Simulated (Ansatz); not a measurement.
Calculated with Ansatz (gas phase, PBE0-D4/def2-TZVP geometries, no zero-point term in ΔE). CCSD(T)/CBS is the MP2 limit (def2-TZVPP, def2-QZVPP) plus CCSD(T) − MP2 in def2-TZVPP, frozen cores. DFT in def2-TZVPP. B3LYP here is the variant with VWN-RPA as its local correlation; programs differ in this. For Ge outer-core shells are correlated without core-valence functions, which leaves a few kJ/mol of doubt a bond. Scalar relativity is left out up to krypton. Each species was taken in one conformer, which may not be the lowest.

`[BH2][GeH]([CH3])[SiH3]` + `O[Si]1(Cl)CN1` → `[CH3][GeH]([SiH3])[Cl]` + `B[Si]1(O)CN1`  (redistribution)

`[BH2][GeH]([CH3])[SiH3]`:

```xyz
13

B    -0.824    0.896   -1.756
Ge    0.475   -0.017   -0.474
C     0.145   -1.928   -0.157
Si    0.167    1.153    1.597
H    -1.934    0.478   -1.903
H    -0.524    1.912   -2.309
H     1.956    0.196   -0.859
H     0.800   -2.305    0.629
H    -0.892   -2.082    0.144
H     0.332   -2.498   -1.069
H     1.044    0.560    2.643
H    -1.245    1.038    2.055
H     0.499    2.596    1.458
```

`O[Si]1(Cl)CN1`:

Z-matrix (Å, degrees):
```
Si
Cl 1 2.048
C 1 1.809 2 119.0
O 1 1.623 2 108.0 3 -155.9
N 1 1.664 2 121.6 3 60.9
H 3 1.091 1 118.0 2 3.8
H 3 1.088 1 125.3 2 -151.9
H 4 0.959 1 117.1 2 9.7
H 5 1.005 1 139.7 2 9.4
```

`[CH3][GeH]([SiH3])[Cl]`:

Cartesian coordinates in Å:
```
C -0.267 0.829 -1.600
Ge -0.376 0.621 0.333
Si 0.432 -1.464 1.158
Cl 0.932 2.135 1.193
H 0.756 0.657 -1.935
H -0.568 1.840 -1.877
H -0.929 0.112 -2.090
H -1.787 0.967 0.847
H 1.828 -1.660 0.687
H -0.417 -2.571 0.642
H 0.396 -1.465 2.642
```

`B[Si]1(O)CN1`:

```xyz
11

B    -0.711   -1.985   -0.037
Si    0.033   -0.185   -0.382
O     0.981   -0.152   -1.726
C     0.386    0.973    1.019
N    -0.806    1.210    0.158
H    -1.705   -2.090    0.614
H    -0.138   -2.975   -0.381
H     1.445    0.661   -1.932
H     0.167    0.794    2.069
H     1.244    1.635    0.878
H    -0.895    2.114   -0.280
```

**Question.** Is it downhill or uphill in electronic energy at CCSD(T)/CBS, and by how much? (Estimate.)

**Answer.** Computed: Uphill: ΔE = +36.4 kJ/mol.

**Question.** What do these levels give: PBE-D4, B3LYP-D4, ωB97M-V, B2PLYP, PBE, r2SCAN, PBE0, HF/def2-TZVPP, SCS-MP2/def2-TZVPP, MP2/def2-QZVPP, MP2/CBS(def2), CCSD/CBS(def2)? (An estimate is asked.)

**Answer.** Computed: PBE-D4 24.9, B3LYP-D4 26.0, ωB97M-V 33.1, B2PLYP 29.1, PBE 24.0, r2SCAN 31.4, PBE0 28.7, HF/def2-TZVPP 22.8, SCS-MP2/def2-TZVPP 33.2, MP2/def2-QZVPP 39.4, MP2/CBS(def2) 40.9, CCSD/CBS(def2) 36.0 kJ/mol.

Largest T1 diagnostic among the species: 0.014.

From PBE to PBE0 (25 % exact exchange), in def2-TZVPP and without D4, ΔE moves by +4.7 kJ/mol. In def2-TZVPP, CCSD(T) changes the Hartree–Fock value by +10.6 kJ/mol (the triples alone add +0.4 kJ/mol) and MP2 by +15.0 kJ/mol.
